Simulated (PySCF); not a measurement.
H3IS3Ti, SMILES [SH][Ti]([SH])([SH])[I], multiplicity 1.

The structure is a stationary point at B3LYP-D3(BJ)/def2-SVP. The multiplicity is an assumed one; other spin states were not compared. The def2 effective core potentials stand for the cores of I; spin–orbit coupling is left out. The values are those of a single conformer.

Level of theory: B3LYP-D3(BJ)/def2-SVP (PySCF).

Frequencies are harmonic and unscaled.

Q: Estimate the vibrational spectrum. (An estimate is asked for; the answer gives what the named calculation found.)

A: 
```json
[
 {"mode": "1", "ν (cm⁻¹)": "74", "IR (km/mol)": "0.2", "moving atoms (share of kinetic energy)": "S 71 %, I 14 %, Ti 12 %"},
 {"mode": "2", "ν (cm⁻¹)": "84", "IR (km/mol)": "0.2", "moving atoms (share of kinetic energy)": "S 72 %, I 14 %, Ti 9 %"},
 {"mode": "3", "ν (cm⁻¹)": "97", "IR (km/mol)": "0.5", "moving atoms (share of kinetic energy)": "S 65 %, I 21 %, Ti 9 %"},
 {"mode": "4", "ν (cm⁻¹)": "104", "IR (km/mol)": "0.1", "moving atoms (share of kinetic energy)": "S 81 %, Ti 13 %"},
 {"mode": "5", "ν (cm⁻¹)": "118", "IR (km/mol)": "0.6", "moving atoms (share of kinetic energy)": "S 73 %, Ti 15 %"},
 {"mode": "6", "ν (cm⁻¹)": "185", "IR (km/mol)": "12.2", "moving atoms (share of kinetic energy)": "H 95 %"},
 {"mode": "7", "ν (cm⁻¹)": "222", "IR (km/mol)": "8.8", "moving atoms (share of kinetic energy)": "H 90 %, S 9 %"},
 {"mode": "8", "ν (cm⁻¹)": "260", "IR (km/mol)": "24.6", "moving atoms (share of kinetic energy)": "S 37 %, Ti 35 %, I 23 %"},
 {"mode": "9", "ν (cm⁻¹)": "300", "IR (km/mol)": "28.8", "moving atoms (share of kinetic energy)": "H 95 %"},
 {"mode": "10", "ν (cm⁻¹)": "386", "IR (km/mol)": "56.3", "moving atoms (share of kinetic energy)": "H 40 %, S 34 %, Ti 25 %"},
 {"mode": "11", "ν (cm⁻¹)": "400", "IR (km/mol)": "38.4", "moving atoms (share of kinetic energy)": "H 44 %, Ti 31 %, S 25 %"},
 {"mode": "12", "ν (cm⁻¹)": "443", "IR (km/mol)": "39.2", "moving atoms (share of kinetic energy)": "Ti 46 %, S 34 %, H 20 %"},
 {"mode": "13", "ν (cm⁻¹)": "482", "IR (km/mol)": "52.2", "moving atoms (share of kinetic energy)": "H 71 %, S 21 %, Ti 8 %"},
 {"mode": "14", "ν (cm⁻¹)": "533", "IR (km/mol)": "29.4", "moving atoms (share of kinetic energy)": "H 57 %, S 24 %, Ti 19 %"},
 {"mode": "15", "ν (cm⁻¹)": "536", "IR (km/mol)": "28.1", "moving atoms (share of kinetic energy)": "H 57 %, S 25 %, Ti 18 %"},
 {"mode": "16", "ν (cm⁻¹)": "2621", "IR (km/mol)": "3.3", "moving atoms (share of kinetic energy)": "H 97 %"},
 {"mode": "17", "ν (cm⁻¹)": "2622", "IR (km/mol)": "2.9", "moving atoms (share of kinetic energy)": "H 97 %"},
 {"mode": "18", "ν (cm⁻¹)": "2650", "IR (km/mol)": "5.7", "moving atoms (share of kinetic energy)": "H 97 %"}
]
```
